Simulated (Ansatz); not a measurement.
```yaml
crystal:
  periodic: [false, false, false]
  atoms:
    - {symbol: C, position_ang: [0.912875, -1.068144, 2.013154]}
    - {symbol: C, position_ang: [1.079933, -0.073124, 0.915772]}
    - {symbol: C, position_ang: [0.323063, 0.026622, -0.178538]}
    - {symbol: In, position_ang: [-1.547595, -0.995439, -0.685886]}
    - {symbol: Si, position_ang: [0.489152, 1.288152, -1.491104]}
    - {symbol: S, position_ang: [-1.600652, 1.554030, -2.107665]}
    - {symbol: H, position_ang: [0.805466, -0.567766, 2.981015]}
    - {symbol: H, position_ang: [0.038783, -1.703789, 1.853848]}
    - {symbol: H, position_ang: [1.796451, -1.710681, 2.090971]}
    - {symbol: H, position_ang: [1.916698, 0.616630, 1.068368]}
    - {symbol: H, position_ang: [-1.551890, -2.090462, -2.017068]}
    - {symbol: H, position_ang: [-2.864412, -0.843320, 0.419546]}
    - {symbol: H, position_ang: [1.077264, 2.610508, -1.140910]}
    - {symbol: H, position_ang: [1.096863, 0.790299, -2.752012]}
    - {symbol: H, position_ang: [-1.971988, 2.166484, -0.969492]}
basis:
  gaussian: {orbitals: def2-SVP, fitting: {mean_field: cc-pVTZ-jkfit}}
hamiltonian: {xc: {name: r2SCAN}, dispersion: d4}
accuracy: high
output: {forces: true}
```

```sh
$ ansatz run in.yaml --threads 2 --pin off --events-out ev --progress --plain --max-ram 20480MiB --backend cpu
```

(1) How does Ansatz answer? (Best estimate.)

## Answers

(1) Ansatz gave: The input was rejected before any iteration.
```
Functional definition: r2SCAN
Error: <dir> the basis set cc-pVTZ-JKFIT has no functions for In
```
